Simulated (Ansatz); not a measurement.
System: C3H2FN, charge 0, singlet. C3H2FN (SMILES N#C/C=C/F).
B3LYP-D3(BJ)/def2-TZVP minimum from Ansatz (an electronic-structure program):
```xyz
7

N      2.4781    -0.3334     0.3816
C      1.4084     0.0145     0.1303
C      0.1015     0.4656    -0.1878
C     -0.9611    -0.3008     0.0346
F     -2.1872     0.1223    -0.2638
H     -0.0113     1.4528    -0.6177
H     -0.9437    -1.2960     0.4587
```

Total energies in hartree (Ansatz). UHF or UKS for unpaired electrons; spin-orbit terms are left out. Cores are frozen in correlated methods. No relativity. Where a partner has so few electrons that a lower coupled-cluster level is exact, that level stands in. The restricted determinant of C3H2FN (N#C/C=C/F, singlet) is unstable towards broken spin symmetry in at least one set run.

| species | HF/cc-pVTZ | CCSD(T)/cc-pVTZ | HF/cc-pVQZ | CCSD(T)/cc-pVQZ | CCSD(T)/cc-pVDZ | CCSDT(Q)/cc-pVDZ |
|---|---|---|---|---|---|---|
| 1: C3H2FN (SMILES N#C/C=C/F) | -268.71314 | -269.66239 | -268.73238 | -269.74194 | -269.40117 | -269.40460 |
| 2: N (quartet) | -54.40069 | -54.51471 | -54.40372 | -54.52482 | -54.47850 | -54.47866 |
| 3: C (triplet) | -37.69157 | -37.78076 | -37.69331 | -37.78654 | -37.76038 | -37.76071 |
| 4: F (doublet) | -99.40552 | -99.62036 | -99.41377 | -99.65026 | -99.52757 | -99.52776 |
| 5: H (doublet) | -0.49981 | -0.49981 | -0.49995 | -0.49995 | -0.49928 | -0.49928 |

Task: Work out the atomisation energy (electronic, to ground-state atoms) in kcal/mol: take Hartree-Fock from cc-pVQZ, extrapolate the CCSD(T) correlation energy as X^-3 (X = 3, 4), and add CCSDT(Q) - CCSD(T) in cc-pVDZ. 1 hartree = 627.51 kcal/mol.

Result: 
Species 1: correlation (64·(-1.00956) - 27·(-0.94925))/37 = -1.05357; step -0.00343; E1 = -268.73238 + (-1.05357) + (-0.00343) = -269.78938
Species 2: correlation (64·(-0.12110) - 27·(-0.11402))/37 = -0.12627; step -0.00016; E2 = -54.40372 + (-0.12627) + (-0.00016) = -54.53015
Species 3: correlation (64·(-0.09323) - 27·(-0.08919))/37 = -0.09618; step -0.00033; E3 = -37.69331 + (-0.09618) + (-0.00033) = -37.78982
Species 4: correlation (64·(-0.23649) - 27·(-0.21484))/37 = -0.25229; step -0.00019; E4 = -99.41377 + (-0.25229) + (-0.00019) = -99.66625
Species 5: correlation (64·(0.00000) - 27·(0.00000))/37 = 0.00000; step +0.00000; E5 = -0.49995 + (0.00000) + (+0.00000) = -0.49995
-1·E1 +1·E2 +3·E3 +1·E4 +2·E5 = 1.22362 hartree = 767.8 kcal/mol.
